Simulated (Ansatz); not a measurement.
Consider the cleavage of the Si–Si bond: `O[Si]1([SiH3])[SiH2][SiH2]1` + `C=C[SiH](C)O` → `C=C[SiH](C)O[SiH3]` + `O[SiH]1[SiH2][SiH2]1`.

Program: Ansatz. Geometries: PBE0-D4/def2-TZVP. ΔE: electronic, gas phase. CBS: MP2 limit from def2 TZ/QZ plus the TZ coupled-cluster correction, frozen cores. Each species was taken in one conformer, which may not be the lowest.

```csv
species,SCS-MP2/def2-TZVPP energy (Eh)
`O[Si]1([SiH3])[SiH2][SiH2]1`,-1236.06742
`C=C[SiH](C)O`,-483.06267
`C=C[SiH](C)O[SiH3]`,-773.34393
`O[SiH]1[SiH2][SiH2]1`,-945.82474
```

Task: Work out ΔE.

Result: ΔE = (-773.34393) + (-945.82474) − (-1236.06742) − (-483.06267) = -0.03858 Eh = -101.3 kJ/mol. CCSD(T)/CBS gives -90.1 kJ/mol.

Largest T1 diagnostic among the species: 0.015.

From PBE to PBE0 (25 % exact exchange), in def2-TZVPP and without D4, ΔE moves by −9.7 kJ/mol. In def2-TZVPP, CCSD(T) changes the Hartree–Fock value by +35.8 kJ/mol (the triples alone add +6.2 kJ/mol) and MP2 by +32.9 kJ/mol.
